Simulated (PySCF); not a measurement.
# Computed properties of Zr(H)3(SH) (H₄SZr), SMILES [SH][ZrH3], multiplicity 1

H4SZr, SMILES [SH][ZrH3], multiplicity 1. Geometry: PBE0-D3(BJ)/def2-TZVP. The multiplicity is an assumed one; other spin states were not compared. The def2 effective core potentials stand for the cores of Zr; spin–orbit coupling is left out. One conformer was computed; it need not be the lowest. All values are computed for the isolated molecule unless a solvent is named; none is compared with measurement here.

**Structure.** The optimised structure has Cs symmetry. All 12 harmonic modes at PBE0-D3(BJ)/def2-TZVP (PySCF) are real, so it is a minimum.

**Vibrations.** The strongest infrared lines (harmonic, unscaled, degenerate partners summed) lie at 1679 cm⁻¹ (483 km/mol, H 98 %), 1684 cm⁻¹ (469 km/mol, H 98 %), 551 cm⁻¹ (272 km/mol, H 87 %, Zr 8 %). The softest mode is at 123 cm⁻¹ and the zero-point energy is 15.9 kcal/mol.

**Electronic structure.** r2SCAN/def2-TZVPD (PySCF) places the frontier levels at -7.25 and -3.20 eV, a gap of 4.05 eV, and gives a dipole moment of 0.77 D and a mean polarisability of 73.9 bohr³. PBE/def2-TZVPD (PySCF) at the same geometry gives -6.96 and -3.43 eV, so its gap is 0.52 eV narrower. An orbital gap is neither the optical nor the fundamental gap.

**Excitations.** TDA-CAM-B3LYP/def2-TZVPD (PySCF) has S1 at 4.16 eV (298 nm, f = 0.001, dark); the most intense of the 10 singlets computed lies at 5.00 eV (f = 0.02). T1 (TDA) is at 3.79 eV, 0.37 eV under S1. TDA-PBE/def2-TZVPD (PySCF) puts S1 at 3.56 eV. No vertical singlet excitation falls in the visible range (under 3.1 eV).
